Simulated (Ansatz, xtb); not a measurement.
# Ranking isomers of Cl2GeH4Si

3 gas-phase structures of Cl2GeH4Si, from a drawn sample of its isomers (lower ones may exist). Each was relaxed with GFN2-xTB; where two conformers were screened, the lower at r2SCAN-D4/def2-SVP is listed:

A. `Cl[SiH2][GeH2][Cl]`, a singlet
B. `[SiH3][GeH]([Cl])[Cl]`, a singlet
C. `Cl[SiH](Cl)[GeH3]`, a singlet

**Question.** Estimate their order in r2SCAN-D4/def2-SVP energy at these geometries, lowest first.

**Answer.** Calculated order at r2SCAN-D4/def2-SVP: C (0.0), B (6.4), A (6.6) kcal/mol. Less than 1 kcal/mol parts B and A, so the order within that pair means little.

Energies above the lowest of each column, in kcal/mol; the last columns are at B3LYP/def2-SVP geometries:

| structure | GFN2-xTB | HF/STO-3G | r2SCAN-D4/def2-SVP | B3LYP/def2-SVP | CCSD(T)/def2-SVP + ΔMP2/def2-TZVPP |
| --- | --- | --- | --- | --- | --- |
| C | 15.7 | 1.3 | 0.0 | 0.0 | 0.0 |
| B | 0.0 | 0.0 | 6.4 | 6.2 | 8.8 |
| A | 7.0 | 2.4 | 6.6 | 5.0 | 6.4 |

CCSD(T)/def2-SVP + ΔMP2/def2-TZVPP puts C lowest; GFN2-xTB picks B, HF/STO-3G picks B. CCSD(T)/def2-SVP + ΔMP2/def2-TZVPP orders those it was run on as C (0.0), A (6.4), B (8.8) kcal/mol. Flexible structures stand in one conformer each, not always the lowest. ΔMP2 is the change of the MP2 energy from the smaller to the larger basis.

Programs: Ansatz 0.2.0, xtb 6.7.1.
